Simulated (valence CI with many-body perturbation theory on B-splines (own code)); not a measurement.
Results of a calculation; reference values are marked as such.
# Sn¹¹⁺: magnetic and hyperfine properties of the levels

Method: relativistic CI+MBPT: three valence electrons over a frozen Dirac-Fock core [Kr], radial functions for each j: 9 s, 9 p, 10 d, 8 f, 5 g, 3 h, 1 i, with the one-electron correlation potential Σ1 (screened to all orders), the two-electron term Σ2, the three-electron term Σ3, Breit, model QED; selected single and double excitations, second order for the rest, scaled by the run's own slope (own B-spline code, finite nucleus).

No measured levels were compared; by estimate terms of the open shell hold to 2 to 4 % of their energy, and close levels can change places. Core correlation moves these levels by up to 3000 cm⁻¹, and in measured spectra 5 to 20 % of such shifts remained as error; rates that hang on mixing are uncertain with them. The list stops below the first excitations out of the core. Only levels of the ground parity were solved; by the run's estimate the other parity begins above the list, which can be wrong where configurations are misplaced.

A/g_I is the dipole constant over the nuclear g factor μ/I (μ in nuclear magnetons, uniformly magnetised nucleus), B/Q the quadrupole constant per barn. Both hold the static response of the core; the bare values leave it out. Large factors of s and p1/2 electrons are usually good to 5 to 10 %; those of open d and f shells near neutrality can be off by tens of per cent, and small factors of p3/2, d and f electrons come from cancelling terms and can be off by a factor of two or in sign, in half-filled shells by more. B is blank for J = 1/2, where it vanishes, and for nearly pure S terms. Energies count from the lowest level.

Names give the largest LS component (configuration and term), which can be under half, so a name can repeat, a term be missing and a line seem to break the LS rules; names also repeat where a configuration has a term twice. Letters in brackets count levels of one name in rising energy.

```csv
Level,E (cm⁻¹),g,A/g_I (MHz),A/g_I bare,B/Q (MHz/b),B/Q bare
4d3 4F_3/2,0.0,0.436,3680,3110,-952,-885
4d3 4F_5/2,5734,1.032,1850,1840,-814,-763
4d3 4F_7/2,11388,1.219,1400,1550,-881,-831
4d3 4F_9/2,16256,1.285,1380,1600,-856,-813
4d3 4P_3/2,22117,1.495,1140,1560,-1440,-1340
4d3 4P_1/2,24065,2.297,-2830,-1670,,
4d3 2G_7/2,29686,0.913,2230,2100,1200,1120
4d3 2H_9/2,30660,1.031,1940,1920,2750,2560
4d3 4P_5/2,32003,1.578,66.4,556,1990,1850
4d3 2D_3/2 [a],37019,1.156,1710,1810,-2060,-1920
4d3 2P_1/2,39455,1.037,-14.2,-44.8,,
4d3 2H_11/2,41723,1.090,1780,1820,4500,4190
4d3 2G_9/2,45157,1.035,1570,1550,1880,1750
4d3 2D_5/2 [a],45845,1.207,1470,1620,-1180,-1100
4d3 2P_3/2,52195,1.174,1390,1510,267,250
4d3 2F_7/2,57332,1.136,1730,1810,1240,1160
4d3 2F_5/2,57634,0.882,1850,1690,2440,2270
4d3 2D_3/2 [b],88210,0.801,3140,2910,2660,2470
4d3 2D_5/2 [b],88276,1.184,1260,1390,2290,2140
```

**Question.** Take the isotope of mass number 117, with I = 1/2, μ = -0.9995 μN. What is the hyperfine structure of 4d3 2G_7/2?

**Answer.** From the table A = -4460 MHz. Shifts from the centre of gravity in MHz: F = 3: 10000, F = 4: -7800.
